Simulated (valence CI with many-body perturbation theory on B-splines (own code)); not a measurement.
**Sb+: E2, M1, M2 decay**

Computed by relativistic CI+MBPT: four valence electrons over a frozen Dirac-Fock core [Kr] 4d10, radial functions for each j: 11 s, 11 p, 9 d, 7 f, 5 g, 2 h, 1 i, with the one-electron correlation potential Σ1, the two-electron term Σ2, the three-electron term Σ3, Breit, model QED; selected CI, second order for the rest, scaled by the run's own slope (own B-spline code, finite nucleus).

Set against measurement, 27 paired levels are off by 122 cm⁻¹ on average, the worst by 285. These come from a selection out of the NIST Handbook of Basic Atomic Spectroscopic Data. Levels without a partner in it may be off by more. Among the levels kept, up to 400 cm⁻¹ of a level comes from second order outside the variational space, and about a tenth of that is noise between levels of different J, which matters for small intervals.

Lines 1 to 14 of 14 in falling wavelength, among levels below 114627 cm⁻¹, chosen from the decays that carry over 1 % of a level's rate. Wavelengths and rates use the calculated energies, so an error of 100 cm⁻¹ moves a line at 17590 Å by 1.8 % and its rate by three times that or more. Electric multipoles are in the length gauge, E1 and E2 with the static RPA response of the core. S is in atomic units (e²a₀⁴ for E2 and M2, e²a₀⁶ for E3), for M1 in squared Bohr magnetons. Weak lines are less certain than strong ones. Lines between different terms over intervals too small for the method are left out, as are lines whose strength nearly cancels.

| λ vac (Å) | λ from measured levels | Upper | Lower | Type | A (s⁻¹) | S (a.u.) |
| --- | --- | --- | --- | --- | --- | --- |
| 38600 | 38410 | 5s2.5p2 3P_2 | 5s2.5p2 3P_1 | M1 | 1.97e-01 | 2.10e+00 |
| 32680 | 32740 | 5s2.5p2 3P_1 | 5s2.5p2 3P_0 | M1 | 4.90e-01 | 1.90e+00 |
| 29140 | 29800 | 5s2.5p.5d 3F°_4 | 5s2.5p.5d 3F°_3 | M1 | 7.61e-01 | 6.28e+00 |
| 17700 | 17670 | 5s2.5p2 3P_2 | 5s2.5p2 3P_0 | E2 | 3.45e-03 | 2.67e+01 |
| 17590 | 17220 | 5s2.5p.5d 3F°_4 | 5s2.5p.6s 3P°_2 | E2 | 5.41e-02 | 7.31e+02 |
| 14120 | 14020 | 5s2.5p2 1D_2 | 5s2.5p2 3P_2 | M1 | 1.98e+00 | 1.04e+00 |
| 10340 | 10270 | 5s2.5p2 1D_2 | 5s2.5p2 3P_1 | M1 | 2.01e+00 | 4.12e-01 |
| 9036 | 8996 | 5s2.5p2 1S_0 | 5s2.5p2 1D_2 | E2 | 1.48e+00 | 7.95e+01 |
| 7420 | 7578 | 5s2.5p.5d 3F°_4 | 5s.5p3 3D°_3 | M1 | 4.47e-01 | 6.09e-02 |
| 7420 | 7578 | 5s2.5p.5d 3F°_4 | 5s.5p3 3D°_3 | E2 | 2.62e-02 | 4.74e+00 |
| 5510 | 5480 | 5s2.5p2 1S_0 | 5s2.5p2 3P_2 | E2 | 1.49e+00 | 6.77e+00 |
| 4822 | 4796 | 5s2.5p2 1S_0 | 5s2.5p2 3P_1 | M1 | 2.42e+01 | 1.01e-01 |
| 3374 | 3406 | 5s2.5p.5d 3F°_4 | 5s.5p3 5S°_2 | E2 | 5.99e-02 | 2.10e-01 |
| 1463 | 1464 | 5s2.5p.5d 3F°_4 | 5s2.5p2 1D_2 | M2 | 9.83e-02 | 5.30e-03 |
